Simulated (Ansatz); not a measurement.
`[SiH3][O][GeH2][O][SiH3]` + H–F → `[F][GeH2][O][SiH3]` + `O[SiH3]` at 298.15 K and 1 bar (ligand exchange at a Ge–O bond).

Calculated with Ansatz (gas phase, PBE0-D4/def2-TZVP geometries, no zero-point term in ΔE). CBS: MP2 limit from def2 TZ/QZ plus the TZ coupled-cluster correction, frozen cores. This one scheme is used for every species. For Ge outer-core shells are correlated without core-valence functions, which leaves a few kJ/mol of doubt a bond. Scalar relativity is left out up to krypton. One conformer a species, not always the lowest.

| species | CCSD(T)/CBS energy (Eh) | H − E (kJ/mol) | S (J/(mol·K)) |
| --- | --- | --- | --- |
| `[SiH3][O][GeH2][O][SiH3]` | -2809.54693 | 225.9 | 426.5 |
| H–F | -100.39570 | 33.5 | 173.6 |
| `[F][GeH2][O][SiH3]` | -2543.25592 | 146.5 | 360.2 |
| `O[SiH3]` | -366.69042 | 113.6 | 257.8 |

H − E and S are ideal-gas, rigid-rotor, harmonic terms from PBE0-D4/def2-TZVP, for one conformer and one mirror image of each species. 1 Eh = 2625.50 kJ/mol, R = 8.31446 J/(mol·K).

By hand: ΔE, ΔH, ΔS and ΔG.

ΔE = (-2543.25592) + (-366.69042) − (-2809.54693) − (-100.39570) = -0.00371 Eh = -9.7 kJ/mol. Δ(H − E) = 146.5 + 113.6 − 225.9 − 33.5 = 0.7, so ΔH = -9.0 kJ/mol. ΔS = 360.2 + 257.8 − 426.5 − 173.6 = 17.9 J/(mol·K). ΔG = -9.0 − 298.15 × (17.9)/1000 = -14.3 kJ/mol.

By hand: the equilibrium constant, and the temperature at which ΔG would vanish if ΔH and ΔS stayed fixed.

log₁₀ K = −ΔG/(RT ln 10) = 2.5. ΔH and −TΔS have one sign here, so there is no such temperature.

TΔS isn't small against ΔH here. A doubt of 5 kJ/mol in ΔE shifts log₁₀ K by 0.9 here. Other conformers and mirror images would add mixing entropy, several J/(mol·K) or more a flexible species. Modes under 60 cm⁻¹, often nearly free rotors, make the harmonic entropy too high. These are equilibria of isolated gas molecules and say nothing of rates. Largest T1 diagnostic: 0.012 (customary marks: 0.02 for closed shells, 0.045 for open ones).
